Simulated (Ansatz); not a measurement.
```yaml
crystal:
  periodic: [false, false, false]
  atoms:
    - {symbol: N, position_ang: [1.792117, 4.357556, 0.481829]}
    - {symbol: C, position_ang: [0.782371, 1.786669, 0.301485]}
    - {symbol: B, position_ang: [-0.715375, -0.569913, -1.784185]}
    - {symbol: C, position_ang: [-0.612319, -2.546913, 1.037823]}
    - {symbol: O, position_ang: [0.769314, -0.128261, 2.651699]}
    - {symbol: H, position_ang: [1.586983, 5.385882, -1.493352]}
    - {symbol: H, position_ang: [-1.515618, -0.738127, -4.267091]}
    - {symbol: H, position_ang: [0.819084, -4.482879, 0.991931]}
    - {symbol: H, position_ang: [-2.711637, -3.166317, 2.042023]}
basis:
  gaussian: {orbitals: aug-cc-pVDZ, point_charges: [{charge: 1.00, position_ang: [4.487, -0.515, 0.799]}]}
hamiltonian: {xc: {name: B97}}
output: {forces: true}
```

```sh
$ ansatz run in.yaml --threads 2 --pin off --events-out ev --progress --plain --max-ram 4352MiB
```

Shortened log:

```
Functional definition: B97
1306 factors; their error is unknown
mean field evaluation 1: about -6238.1916 eV, gradient 1.3e2 eV
mean field evaluation 2: about -5483.7349 eV, gradient 2.3e2 eV
mean field evaluation 4: about -6228.2583 eV, gradient 1.4e2 eV
mean field evaluation 8: about -6306.2137 eV, gradient 7.4e0 eV
mean field evaluation 16: about -6306.9571 eV, gradient 2.3e-1 eV
mean field evaluation 32: about -6306.9598 eV, gradient 4.0e-6 eV
mean field -6306.95980212 eV, -231.7764977171 hartree, gradient 4.0e-6 eV, S^2 0.000000; 10 other end points of the search recorded, 0 dependent functions left out
reference -6306.95988040 eV, -231.7765005938 hartree; 18, 18 occupied and 133, 133 virtual orbitals, 1306 factors
Total energy: -6306.95988040 eV, -231.7765005938 hartree
Atom 0 at     1.792117     4.357556     0.481829 Å, force    -1.032258    -0.971259    -2.425476 eV/Å
Atom 1 at     0.782371     1.786669     0.301485 Å, force     0.589955     1.339315     0.818093 eV/Å
Atom 2 at    -0.715375    -0.569913    -1.784185 Å, force    -0.441109     0.017928    -1.346899 eV/Å
Atom 3 at    -0.612319    -2.546913     1.037823 Å, force    -0.415406    -1.682602     0.836503 eV/Å
Atom 4 at     0.769314    -0.128261     2.651699 Å, force     0.140420     0.274367    -1.323072 eV/Å
Atom 5 at     1.586983     5.385882    -1.493352 Å, force     0.230831    -1.370713     2.361902 eV/Å
Atom 6 at    -1.515618    -0.738127    -4.267091 Å, force     0.513439     0.082185     1.638095 eV/Å
Atom 7 at     0.819084    -4.482879     0.991931 Å, force    -1.380235     1.754519     0.121123 eV/Å
Atom 8 at    -2.711637    -3.166317     2.042023 Å, force     2.025881     0.495276    -0.891385 eV/Å
Dipole moment:    -0.897364    -0.100224    -1.276320 e Å
```

(1) What is wrong with this run?

Results:

(1) The geometry is stretched to more than twice its size. Self-consistency was reached. The result belongs to that input, not to the molecule as meant.
